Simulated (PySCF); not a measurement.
C8H5FSe.
SMILES with atom numbers: `[F:1][c:2]1[cH:3][cH:4][cH:5][c:6]2[cH:7][cH:8][se:9][c:10]12` (hydrogens: H11 on C3; H12 on C4; H13 on C5; H14 on C7; H15 on C8)

The calculation used PBE0-D3(BJ)/def2-SVP geometry optimisation, gas phase (PySCF).

(1) Give the optimised bond lengths and angles.

Answers

(1) 
```tsv
bond	length (pm)	order
F1–C2	133.2	single
C2–C3	138.3	aromatic
C3–C4	140.4	aromatic
C4–C5	138.6	aromatic
C5–C6	140.7	aromatic
C6–C7	144.1	aromatic
C7–C8	135.7	aromatic
C8–Se9	187.0	aromatic
Se9–C10	187.0	aromatic
C2–C10	139.3	aromatic
C6–C10	141.4	aromatic
C3–H11	109.1	single
C4–H12	109.2	single
C5–H13	109.2	single
C7–H14	109.2	single
C8–H15	109.0	single
```

Orders are formal, as drawn. A selection of angles:
```tsv
angle	degrees
F1–C2–C3	120.4
F1–C2–C10	119.1
C3–C2–C10	120.5
C2–C3–C4	119.4
C2–C3–H11	118.9
C4–C3–H11	121.7
C3–C4–C5	121.2
C3–C4–H12	119.0
C5–C4–H12	119.9
C4–C5–C6	119.7
C4–C5–H13	120.6
C6–C5–H13	119.7
C5–C6–C7	128.2
C5–C6–C10	119.0
C7–C6–C10	112.8
C6–C7–C8	114.9
C6–C7–H14	122.3
C8–C7–H14	122.8
C7–C8–Se9	113.5
C7–C8–H15	126.6
Se9–C8–H15	119.9
C8–Se9–C10	86.5
C2–C10–Se9	127.3
C2–C10–C6	120.4
C6–C10–Se9	112.3
```

The 5-membered ring C6–C7–C8–Se9–C10 has internal angles of 86.5° to 114.9°; it is planar, 0.00 Å rms from its mean plane, widest ring torsion 0°. Se9 (selenium bonded to 2 C) is bent (angle 86.5°). The 6-membered ring C2–C3–C4–C5–C6–C10 has internal angles of 119.0° to 121.2° (sum 720°, against 720° for a flat polygon); it is planar, 0.00 Å rms from its mean plane, widest ring torsion 0°. The C–C distances run from 1.357 Å (C7–C8, aromatic) to 1.441 Å (C6–C7, aromatic), a spread of 0.084 Å. The 10 heavy atoms lie in one plane (0.001 Å rms).

Point group: Cs (tolerance 0.08 Å). Not checked by PBE0-D3(BJ)/def2-SVP frequencies.

Cost: about 2.5 min of CPU time on one thread; the machine was shared, so the figure is rough. That covers the optimisation of the geometry.
